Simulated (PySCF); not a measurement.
Relaxation of triplet MoOF2

Method: PySCF, UPBE0, basis Mo def2-TZVP with ECP28, O def2-TZVP, F def2-TZVP (scalar-relativistic core potentials, no spin–orbit coupling, density fitting). A (50,194) grid was used.

A hand-made T-shaped (ligand arrangement 1) start, of Cs symmetry, held to at least that symmetry:

```xyz
4
charge 0 multiplicity 3, angstrom
Mo   -0.0652    0.0000   -0.2680
O    -1.8441    0.0000   -0.2059
F    -0.0652    0.0000    1.7520
F     1.9536    0.0000   -0.1975
```

Problem. What forces act on the atoms at the start (eV/Å)?

Solution. 
```
atom     Fx    Fy     Fz
 Mo1  -2.77  0.00   5.01
  O2   4.95  0.00  -1.36
  F3   0.34  0.00  -2.87
  F4  -2.53  0.00  -0.79
```

Problem. What does it relax to?

Solution. It ends at C2v with Mo–F 1.870 Å (×2), Mo–O 1.652 Å; F–Mo–F 116.2°, F–Mo–O 121.9° (×2) (after a last refinement on a finer grid). A frequency run shows a minimum. Other isomers or separated fragments may lie lower.

Problem. How much energy is released, and in how many steps?

Solution. 210.5 kJ/mol in 8 steps.

Open d and f shells are described by one determinant, and the ground state may have another occupation or spin.

The relaxation took 24 s on 4 threads of a shared Arm Neoverse V1 host, with 133 basis functions and 9 gradients; the process peaked at 0.75 GiB. Launch command: `OMP_NUM_THREADS=4 python axn.py task.json out`.
